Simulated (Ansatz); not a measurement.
Geometry optimisation, RKS B3LYP-D4/def2-SVP in Ansatz.

input.yaml

```yaml
crystal:
  periodic: [false, false, false]
  atoms:
    - { symbol: B, position_ang: [-0.7321, -0.00798, -0.95661] }
    - { symbol: Se, position_ang: [0.60453, -1.29408, -0.80545] }
    - { symbol: Mg, position_ang: [1.23653, -0.26324, 1.2703] }
    - { symbol: H, position_ang: [-0.86966, 0.83222, -0.11445] }
    - { symbol: H, position_ang: [-1.4497, -0.02624, -1.88073] }
    - { symbol: H, position_ang: [2.04308, -0.01288, 2.6169] }
basis:
  gaussian: { orbitals: def2-SVP }
hamiltonian:
  xc: b3lyp
  dispersion: d4
relax:
  f_tol: 0.015
  max_steps: 40
output:
  orbitals: {}
```

Launched with:

```bash
$ ansatz run input.yaml --threads 1 --pin off --max-ram 2048MiB --backend cpu --events-out ev --progress --plain --runs-dir out
```

Question: Where does it end, and by what steps?

Answer: The run converged. After 8 steps the energy has fallen by 0.257 eV; H6 moved furthest, 0.52 Å. Joined: B1–Mg3.

| step | energy less start (eV) | largest force component (eV/Å) | accepted |
| --- | --- | --- | --- |
| 0 | 0.0000 | 1.190 | yes |
| 1 | -0.1695 | 0.261 | yes |
| 2 | -0.1990 | 0.162 | yes |
| 3 | -0.2243 | 0.362 | yes |
| 4 | -0.0869 | 1.065 | no |
| 5 | -0.2467 | 0.335 | yes |
| 6 | -0.2543 | 0.179 | yes |
| 7 | -0.2571 | 0.022 | yes |
| 8 | -0.2572 | 0.013 | yes |

```xyz
6
Properties=species:S:1:pos:R:3
B -0.597 -0.072 -0.853
Se 0.622 -1.525 -1.057
Mg 1.147 -0.351 1.048
H -0.536 0.670 0.131
H -1.460 0.193 -1.646
H 1.656 0.312 2.508
```

The run took 38 s on 1 thread of AMD EPYC 7R43 64-Core Processor (Zen 3) (shared host), peak memory 0.17 GiB.
